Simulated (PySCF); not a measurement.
# Choosing a basis for TDDFT

Compound: GaH8NSSi.
SMILES with atom numbers: `[NH3+:1][GaH2-:2][S:3][SiH3:4]` (hydrogens: H5, H6, H7 on N1; H8, H9 on Ga2; H10, H11, H12 on Si4)

TDDFT with PBE0 (PySCF), vertical singlets, core orbitals frozen in the response, spherical d and f functions. Isolated species at its PBE0-D3(BJ)/def2-SVP geometry (one conformer only). Relativistic effects, spin–orbit coupling among them, are left out although an element past zinc is present.

```tsv
basis	functions	diffuse	S1 (eV)	S2 (eV)	S3 (eV)	S4 (eV)	S5 (eV)	LUMO (eV)	α (au)
6-31G*	98	no	5.67	5.87	6.49	6.59	6.81	-0.01	75.4
def2-SVP	122	no	5.74	6.10	6.58	6.64	6.87	0.06	77.5
def2-SVPD	173	yes	5.37	5.83	6.14	6.23	6.46	-0.55	93.9
aug-cc-pVDZ	185	yes	5.02	5.68	5.90	5.90	6.16	-0.94	95.0
def2-TZVP	201	no	5.51	5.97	6.31	6.32	6.59	-0.33	87.7
def2-TZVPD	252	yes	5.21	5.77	6.02	6.03	6.30	-0.74	94.8
```

**Question.** How much do these states and the polarisability depend on the basis?

**Answer.** States are compared by their number. Against the largest diffuse basis here (def2-TZVPD, itself not a converged limit), sets without diffuse functions differ by up to 0.53 eV in S1 and 0.58 eV in S5; the smaller diffuse sets differ by up to 0.19 and 0.16 eV. State by state, the largest deviation of a set without diffuse functions is S1 0.53, S2 0.33, S3 0.56, S4 0.61, S5 0.58 eV. The same number needn't mean the same state in each row. Against def2-TZVPD the polarisability deviates by -20% in 6-31G*, -18% in def2-SVP, -1% in def2-SVPD, 0% in aug-cc-pVDZ, -8% in def2-TZVP.

Without π bonds the low states may be Rydberg-like; a valence basis with one diffuse set may place them up to an eV too high.
